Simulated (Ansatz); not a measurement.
`C#[C][Hf]([Cl])([Cl])[Cl]` and `[CH3][Hf]([Cl])([Cl])[Cl]` differ in one atom or group.

Ansatz, PBE0-D4/def2-TZVP geometries, multiplicity 1. 

Elements past krypton have def2 core potentials.

```json
{"property": "HOMO energy (PBE0/def2-TZVPP) / eV", "`C#[C][Hf]([Cl])([Cl])[Cl]`": "-8.77"}
{"property": "ideal-gas entropy at 298 K and 1 bar (rigid rotor, harmonic PBE0-D4/def2-TZVP) / J/(mol·K)", "`C#[C][Hf]([Cl])([Cl])[Cl]`": "412"}
{"property": "HOMO energy (PBE/def2-TZVPP) / eV", "`C#[C][Hf]([Cl])([Cl])[Cl]`": "-7.56"}
{"property": "LUMO energy (PBE/def2-TZVPP) / eV", "`C#[C][Hf]([Cl])([Cl])[Cl]`": "-3.16"}
{"property": "HOMO–LUMO gap (ωB97M-V/def2-TZVPP) / eV", "`C#[C][Hf]([Cl])([Cl])[Cl]`": "10.64"}
{"property": "LUMO energy (ωB97M-V/def2-TZVPP) / eV", "`C#[C][Hf]([Cl])([Cl])[Cl]`": "-0.34"}
```

Task: Give the same properties after the change, and the shifts. (Estimate.)

Result: Ansatz gave: 
```csv
property,`[CH3][Hf]([Cl])([Cl])[Cl]`,shift
HOMO energy (PBE0/def2-TZVPP) / eV,-8.60,0.17
"ideal-gas entropy at 298 K and 1 bar (rigid rotor, harmonic PBE0-D4/def2-TZVP) / J/(mol·K)",400,-12
HOMO energy (PBE/def2-TZVPP) / eV,-7.24,0.32
LUMO energy (PBE/def2-TZVPP) / eV,-2.58,0.58
HOMO–LUMO gap (ωB97M-V/def2-TZVPP) / eV,11.30,0.66
LUMO energy (ωB97M-V/def2-TZVPP) / eV,0.41,0.75
```

With PBE0 the HOMO rises by 0.17 eV and the LUMO rises by 0.66 eV, so the gap widens by about 0.49 eV. PBE moves the HOMO by 0.32 eV and ωB97M-V by 0.09 eV. The zero-point energy changes by 42.3 kJ/mol with +3 modes.
